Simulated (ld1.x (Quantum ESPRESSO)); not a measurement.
What one change does to a pseudopotential (beryllium, ultrasoft)

```json
{
  "Element": "Be",
  "Generator": "ld1.x (Quantum ESPRESSO) 7.5",
  "Type": "ultrasoft",
  "Functional": "PBE",
  "Relativity": "non-relativistic",
  "Frozen core": "none",
  "Valence charge": "4",
  "Reference configuration": "1s2 2s1.75 2p0.25",
  "Partial waves": "1s (bound): rcut 0.65, rcutus 0.80 bohr; 2s (bound): rcut 0.65, rcutus 0.80 bohr; 2p (bound): rcut 2.85, rcutus 3.60 bohr; 2p channel at 0.2 Ry: rcut 2.85, rcutus 3.60 bohr",
  "Local potential": "all-electron potential smoothed inside 0.95 bohr (lloc = -1)",
  "Core correction": "none",
  "Augmentation charge": "PSQ, radius 0.50 bohr"
}
```

Change: local potential all-electron potential smoothed inside 2.88 bohr (lloc = -1).

Cutoffs: the cutoffs (Ry, on a coarse ladder) from which the occupation-weighted sum of valence levels, in a spherical-Bessel basis at the reference potential, stays within 10 and 1 mRy of its value at 400 Ry; they do not see the model core or the augmentation charge, which bear on the density cutoff. Errors are all-electron minus pseudo energies relative to the spin-unpolarised reference configuration.

Q: What does the change do?

A: The potential gets neither clearly harder nor softer (120 Ry and 160 Ry → 120 Ry and 160 Ry); the number of tests that count goes from 7 to 0 (the test run of the changed file stopped, so its transferability is not established); the range in which the s phases agree narrows (upper end at the end of the scan → 0.9); the range in which the p phases agree widens (upper end 0.8 → 3.0); neither file shows a bound ghost at the reference potential, the only one tested.

| quantity | base | changed |
| --- | --- | --- |
| cutoff, loose | 120 Ry | 120 Ry |
| cutoff, tight | 160 Ry | 160 Ry |
| bound ghosts | none | none |
| tests counted (converged, no solver errors) | 7 of 7 | 0 of 7 (the test run stopped) |
| s: phases at 3.89 bohr within 0.05 rad from the reference energy up to (Ry; the scan ends near 5) | to the end of the scan | 0.9 |
| p: phases at 3.89 bohr within 0.05 rad from the reference energy up to (Ry; the scan ends near 5) | 0.8 | 3.0 |
| lowest overlap eigenvalue by channel | s 0.21, p 1.00 | s 0.39, p 1.00 |

Base: These tests converged, but a pseudo level misses the all-electron one widely, so the file describes the atom poorly there or has found another state: 1s1 2s2 2p0: empty 2p by 3.8 eV (a node warning on the way).
